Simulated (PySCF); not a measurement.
# Correlation energy of Rh (rhodium, neutral)

[Kr] 4d8 5s1, high-spin 4F determinant. All numbers are calculated (PySCF 2.14, a scalar-relativistic core potential, in cc-pVDZ-PP with ECP28MDF (4s4p3d1f, 38 functions)). Frozen: 4s2 4p6; 9 electrons correlated.

MP2 pair energies summed by pair of shells (mhartree):

```tsv
pair	energy	share (%)
4d-4d	-159.47	87.0
4d-5s	-23.76	13.0
```

Total MP2 correlation energy: -183.24 mhartree.

Same-spin part -72.27 and opposite-spin part -110.97 mhartree; SCS-MP2 scales them by 1/3 and 6/5 to -157.25 mhartree.
